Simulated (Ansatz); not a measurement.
Consider the atomization: `BO[CH2][GeH3]` → B• + C• + Ge• + 7 H• + O•.

Calculated with Ansatz (gas phase, PBE0-D4/def2-TZVP geometries, no zero-point term in ΔE). CCSD(T)/CBS adds triple-zeta CCSD(T) − MP2 to the extrapolated MP2 energy (def2 sets, frozen cores). This one scheme is used for every species, atoms too. DFT in def2-TZVPP. No spin–orbit coupling; open shells (•) take unrestricted orbitals. Spin–orbit coupling would lower the free atoms: a little for B, C, O; clearly for Ge. Bonds to Ge are less sure, by a few kJ/mol each and by 10 to 20 or more in all where they break to atoms, as the def2 sets lack core-valence functions. Scalar relativity is left out up to krypton. One conformer a species, not always the lowest.

`BO[CH2][GeH3]`:

Cartesian coordinates in Å:
```
B 1.628 0.714 1.140
O 0.683 -0.221 0.968
C 0.265 -0.648 -0.320
Ge -1.614 -0.129 -0.632
H 2.166 1.213 0.187
H 1.892 1.010 2.269
H 0.907 -0.221 -1.097
H 0.352 -1.737 -0.362
H -2.511 -0.753 0.445
H -2.044 -0.630 -2.022
H -1.723 1.403 -0.576
```

| level | ΔE (kcal/mol) |
| --- | --- |
| ωB97X-V | 898.6 |
| ωB97M-V | 895.5 |
| PBE | 898.4 |
| r2SCAN | 897.0 |
| PBE0 | 887.6 |
| HF/def2-QZVPP | 668.1 |
| MP2/def2-QZVPP | 894.4 |
| HF/CBS(def2) | 668.3 |

(1) What does CCSD(T)/CBS give? (An estimate is asked.)

Largest T1 diagnostic among the species: 0.014.

## Answers

(1) Ansatz gave: +895.7 kcal/mol. The listed levels differ from it by 2.9, -0.2, 2.7, 1.3, -8.1, -227.6, -1.3, -227.4 kcal/mol.

From PBE to PBE0 (25 % exact exchange), in def2-TZVPP and without D4, ΔE moves by −10.8 kcal/mol: exact exchange takes away binding that semilocal exchange gives to molecules. The D4 term adds +7.0 kcal/mol with B3LYP and +3.7 kcal/mol with PBE0; it sums over pairs of atoms, weighted by their polarisabilities, and B3LYP, whose exchange is more repulsive, gets the larger term.

B3LYP here is the variant with VWN-RPA as its local correlation; programs differ in this.

For atomizations the MP2-based limit and the directly extrapolated one differ by several kJ/mol either way, and by 10 to 25 for some Ge, Se and Sn compounds, so smaller differences from it don't rank the levels.
